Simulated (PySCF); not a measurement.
Species: C5H9F2 (doublet state).
Z-matrix (Å and degrees, GFN2-xTB geometry), rows numbered from 1:
```
C 
C   1  1.5310
C   2  1.5441  1  109.84
C   2  1.5310  1  110.61  3   121.44
C   2  1.4952  1  108.77  3  -119.16
F   5  1.3437  2  118.35  1    52.47
F   5  1.3437  2  118.36  1  -173.00
H   1  1.0871  2  110.55  3  -179.52
H   1  1.0867  2  109.86  3   -59.71
H   1  1.0872  2  110.64  3    60.24
H   3  1.0874  2  109.44  1    60.95
H   3  1.0876  2  110.45  1   -58.86
H   3  1.0875  2  110.43  1  -179.25
H   4  1.0872  2  110.56  1    58.10
H   4  1.0872  2  110.61  1   178.35
H   4  1.0867  2  109.82  1   -61.73
```

The hyperfine couplings belong to this conformer and change with its torsions.

Identity: `CC(C)(C)[C](F)F` [radical].

Method used: UKS B3LYP, pcH-1 on C F H, non-relativistic, mean-field spin-orbit, GIAO in PySCF 2.14.0. Isolated species at its GFN2-xTB geometry, gas phase. Couplings are sensitive to structure, and on GFN2-xTB geometries they can be far from those on DFT ones. No stability test was run, so a lower SCF solution isn't excluded.

Computed for the main isotopes (class means, splittings of 0.05 mT or more): g = 2.0037; F6/F7 19F +237.0 MHz (8.45 mT); 3 first-order lines, 16.90 mT wide.

Problem. Where do the 13C satellites of C5 appear, and how strong are they?

Solution. a = +361.9 MHz, or 12.90 mT in magnitude, and I = 1/2, so to first order each main line has two satellites, at ±6.45 mT. The isotope's abundance is about 1.07 %, shared among 2 lines, so each has 0.54 % of the main line's intensity. At 340 mT second-order shifts move them to lower field by up to 0.12 mT.

Problem. Where do the 13C satellites of C2 appear, and how strong are they?

Solution. a = +20.0 MHz, or 0.71 mT in magnitude, and I = 1/2, so to first order each main line has two satellites, at ±0.36 mT. The isotope's abundance is about 1.07 %, shared among 2 lines, so each has 0.54 % of the main line's intensity.

Hardware: Arm Neoverse V2, one thread, shared host with 96 logical CPUs at a one-minute load of 38. Cost: 56 s wall (with the writing of density and orbital grids), 0.97 GiB resident at most.
